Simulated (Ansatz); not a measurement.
Mulliken charges of CH3ClOSW (`[CH3][W](=[O])(=[S])[Cl]`) from PBE/def2-TZVPP in Ansatz (PBE0-D4/def2-TZVP geometry).

| atom | x (Å) | y (Å) | z (Å) | charge (e) |
| --- | --- | --- | --- | --- |
| C1 | -0.908 | -0.162 | 0.649 | -0.437 |
| W2 | 0.820 | 0.101 | -0.503 | 0.737 |
| O3 | 2.000 | -0.776 | 0.331 | -0.295 |
| S4 | 0.395 | -0.867 | -2.345 | -0.197 |
| Cl5 | 1.322 | 2.293 | -0.712 | -0.195 |
| H6 | -0.726 | 0.291 | 1.631 | 0.123 |
| H7 | -1.152 | -1.216 | 0.790 | 0.135 |
| H8 | -1.750 | 0.335 | 0.159 | 0.129 |

**Question.** By hand: the dipole of these point charges (1 e Å = 4.8032 D).

**Answer.** Σ q r = (-0.395, 0.013, 0.177) e Å, of length 0.433 e Å = 2.08 D.

**Question.** How does the dipole of the full density compare? (An estimate is asked.)

**Answer.** Ansatz gave: (-0.393, 0.220, 0.243) e Å, 2.46 D; the point charges give 0.85 times that, at 25° from its direction.

Point charges leave out the atoms' own dipoles, such as those of lone pairs, and Mulliken's split depends on the basis, so the two needn't agree.
